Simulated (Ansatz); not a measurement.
Reaction (redistribution): `[SiH3][SiH]1CO1` + `[F][In]([F])[SH]` → `[F][In]([F])[SiH3]` + `S[SiH]1CO1`

Gas-phase electronic energies from Ansatz, PBE0-D4/def2-TZVP geometries. CCSD(T)/CBS adds triple-zeta CCSD(T) − MP2 to the extrapolated MP2 energy (def2 sets, frozen cores). DFT in def2-TZVPP. HSE06 is defined as in plane-wave codes. def2 core potentials past Kr. For In outer-core shells are correlated without core-valence functions, which leaves a few kJ/mol of doubt a bond. Each species was taken in one conformer, which may not be the lowest.

```json
{"level": "LDA (SPW92)", "ΔE (kcal/mol)": "-9.1", "difference from CCSD(T)/CBS": "-1.0"}
{"level": "BLYP-D4", "ΔE (kcal/mol)": "-8.2", "difference from CCSD(T)/CBS": "-0.1"}
{"level": "B97M-V", "ΔE (kcal/mol)": "-7.1", "difference from CCSD(T)/CBS": "1.0"}
{"level": "PBE0-D4", "ΔE (kcal/mol)": "-7.9", "difference from CCSD(T)/CBS": "0.2"}
{"level": "PBE", "ΔE (kcal/mol)": "-8.0", "difference from CCSD(T)/CBS": "0.1"}
{"level": "HSE06", "ΔE (kcal/mol)": "-8.0", "difference from CCSD(T)/CBS": "0.1"}
{"level": "HF/def2-TZVPP", "ΔE (kcal/mol)": "-7.0", "difference from CCSD(T)/CBS": "1.1"}
{"level": "SCS-MP2/def2-TZVPP", "ΔE (kcal/mol)": "-8.4", "difference from CCSD(T)/CBS": "-0.3"}
{"level": "CCSD(T)/def2-TZVPP", "ΔE (kcal/mol)": "-7.5", "difference from CCSD(T)/CBS": "0.6"}
{"level": "HF/def2-QZVPP", "ΔE (kcal/mol)": "-7.0", "difference from CCSD(T)/CBS": "1.1"}
{"level": "CCSD(T)/CBS", "ΔE (kcal/mol)": "-8.1", "difference from CCSD(T)/CBS": "0"}
```

Largest T1 diagnostic among the species: 0.016.

At CCSD(T), def2-SVP lies +2.4 kcal/mol from the extrapolated value and def2-TZVPP +0.6 kcal/mol. Leaving LDA and LC-ωPBE aside and taking each functional with its dispersion term where it has one, the values, not all of them listed here, spread over 2.4 kcal/mol, from ωB97M-V to B97M-V. LDA lies −1.1 kcal/mol from PBE without D4.
